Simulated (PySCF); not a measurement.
**The third ionisation energy along group 15**

Calculated with PySCF 2.14 from differences of total energies of unrestricted determinants, without spin-orbit coupling. Values in eV. The last column holds reference values (NIST; (s) semi-empirical, (t) theoretical, else measured). Unmarked ones compare directly (S terms, centres of terms, or small fine structure); those marked * lie between the lowest fine-structure levels and include a spin-orbit shift.

```csv
element,configurations,UHF,MP2 (valence),SCS-MP2 (valence),CCSD (valence),CCSD(T) (valence),reference
"N (x2c-SVPall, spin-free X2C)",[He] 2s2 2p1 → [He] 2s2,47.510,47.508,47.453,47.220,47.237,47.445 (s) *
"P (x2c-SVPall, spin-free X2C)",[Ne] 3s2 3p1 → [Ne] 3s2,29.504,29.687,29.668,29.797,29.814,30.203 *
"As (x2c-SVPall, spin-free X2C)",[Ar] 3d10 4s2 4p1 → [Ar] 3d10 4s2,27.475,27.638,27.621,27.726,27.739,28.349 ± 0.012 *
"Sb (x2c-SVPall, spin-free X2C)",[Kr] 4d10 5s2 5p1 → [Kr] 4d10 5s2,24.103,24.210,24.190,24.264,24.272,25.323 *
```

"Valence" correlates the outer s and p shells and, in groups 3 to 12 and the f block, the outer d or f shell, open or full, or the next shell where the ion has no valence electron left; the wider scheme adds the next inner shell.
